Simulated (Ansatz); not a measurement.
Reaction (redistribution): `C[Si](O)([SiH3])Cl` + `CS[SiH2]S` → `[SiH3]S[SiH2]S` + `C[Si](C)(O)Cl`

Computed with Ansatz on PBE0-D4/def2-TZVP structures; ΔE is electronic, products minus reactants. CCSD(T)/CBS is the MP2 limit (def2-TZVPP, def2-QZVPP) plus CCSD(T) − MP2 in def2-TZVPP, frozen cores. Functionals use def2-TZVPP. Each species was taken in one conformer, which may not be the lowest.

`C[Si](O)([SiH3])Cl`:

Cartesian coordinates in Å:
```
C -0.911 -1.467 -0.233
Si -0.153 0.207 -0.513
O 0.955 0.194 -1.725
Si 0.923 1.118 1.352
Cl -1.713 1.477 -1.029
H -1.638 -1.429 0.581
H -1.429 -1.812 -1.132
H -0.138 -2.196 0.024
H 0.660 -0.027 -2.611
H 2.067 0.260 1.765
H -0.044 1.193 2.480
H 1.420 2.483 1.041
```

`CS[SiH2]S`:

Z-matrix (Å, degrees):
```
C
S 1 1.815
H 1 1.090 2 110.6
H 1 1.089 2 106.8 3 -118.8
H 1 1.090 2 110.9 3 122.4
Si 2 2.118 1 99.9 3 -55.2
S 6 2.138 2 113.7 1 58.3
H 6 1.485 2 112.2 1 -57.8
H 6 1.482 2 104.7 1 -178.7
H 7 1.344 6 94.4 2 59.4
```

`[SiH3]S[SiH2]S`:

Z-matrix (Å, degrees):
```
Si
S 1 2.138
H 1 1.482 2 106.9
H 1 1.482 2 111.5 3 120.1
H 1 1.488 2 109.7 3 -119.1
Si 2 2.134 1 97.6 3 154.8
S 6 2.137 2 115.0 1 53.8
H 6 1.480 2 105.3 1 171.0
H 6 1.482 2 109.9 1 -68.4
H 7 1.343 6 93.9 2 -89.1
```

`C[Si](C)(O)Cl`:

```xyz
12

C    -0.071   -0.633    1.480
Si    0.270   -0.233   -0.300
C    -0.859    1.048   -1.008
O     1.801    0.314   -0.530
Cl    0.035   -2.002   -1.360
H    -1.092   -0.999    1.605
H     0.609   -1.406    1.846
H     0.056    0.258    2.100
H    -1.903    0.740   -0.914
H    -0.640    1.208   -2.065
H    -0.731    1.998   -0.482
H     2.525   -0.293   -0.372
```

```
         level  ΔE (eV)
     r2SCAN-D4    -1.33
MP2/def2-TZVPP    -1.43
 MP2/CBS(def2)    -1.45
CCSD/CBS(def2)    -1.35
```

Task: What does CCSD(T)/CBS give? (Best estimate.)

Result: Computed: -1.34 eV. The listed levels differ from it by 0.01, -0.09, -0.11, -0.01 eV.

Largest T1 diagnostic among the species: 0.012.

From PBE to PBE0 (25 % exact exchange), in def2-TZVPP and without D4, ΔE moves by −0.08 eV. The D4 term adds −0.03 eV with B3LYP and −0.02 eV with PBE0; it sums over pairs of atoms, weighted by their polarisabilities, and B3LYP, whose exchange is more repulsive, gets the larger term.

B3LYP here is the variant with VWN-RPA as its local correlation; programs differ in this.
